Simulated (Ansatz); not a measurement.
# From Si to Sn: the atomisation energy (no zero-point term)

Gas-phase molecules, one atom swapped for its congeners: C2HCl3Si `C#C[Si](Cl)(Cl)Cl`; C2HCl3Ge `C#[C][Ge]([Cl])([Cl])[Cl]`; C2HCl3Sn `C#[C][Sn]([Cl])([Cl])[Cl]`. All are singlets with charge 0.

Shapes, held fixed at every level: PBE0-D4/def2-TZVP. Programs: Ansatz 0.2.0. Values in eV.

```tsv
level	C2HCl3Si	C2HCl3Ge	C2HCl3Sn
HF/def2-TZVPP	21.12	19.02	18.13
PBE-D4/def2-TZVPP	29.91	27.74	26.64
r2SCAN-D4/def2-TZVPP	29.30	27.10	25.96
BHLYP-D4/def2-TZVPP	27.79	25.54	24.54
PBE0-D4/def2-TZVPP	29.28	27.10	25.99
CCSD/def2-TZVPP	27.33	25.43	24.29
CCSD(T)/def2-TZVPP	28.05	26.16	25.02
```

At CCSD(T)/def2-TZVPP the atomisation energy falls at every step, from 28.05 to 25.02 eV. Every level shows the same order. For atoms past krypton def2 sets carry core potentials with scalar relativity. Relativity is left out for Ge. Outer-core shells of Ge, Sn are correlated, in sets that cover them unevenly. Spin-orbit coupling, which grows down the group, is left out (summed over each molecule's free atoms 0.14, 0.24, 0.42 eV). Coupled cluster in double- or triple-zeta sets underbinds by a few per cent against its basis-set limit. CCSD also lacks the triples, which bind further.
